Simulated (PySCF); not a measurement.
Excitation energy of Tl by level of theory

Tl [Xe] 4f14 5d10 6s2 6p1 (2P) → Tl [Xe] 4f14 5d10 6s1 6p2 (4P), as a difference of total energies. All numbers are calculated (PySCF 2.14, scalar relativity through the core potential, in def2-QZVPPD with the def2 core potential (60 electrons) (8s6p5d4f1g, 88 functions)). Correlated levels: valence: 5s2 5p6 5d10 frozen. The calculations carry no spin-orbit coupling.

| method | excitation energy (cm⁻¹) |
| --- | --- |
| UHF | 34684 |
| MP2 (valence) | 39338 |
| SCS-MP2 (valence) | 41139 |
| CCSD (valence) | 40501 |
| CCSD(T) (valence) | 40608 |

Spin-orbit coupling is strong in these open shells (close to jj coupling). The scalar numbers leave it out and a first-order estimate fails, so it can dominate the gap to the real levels.
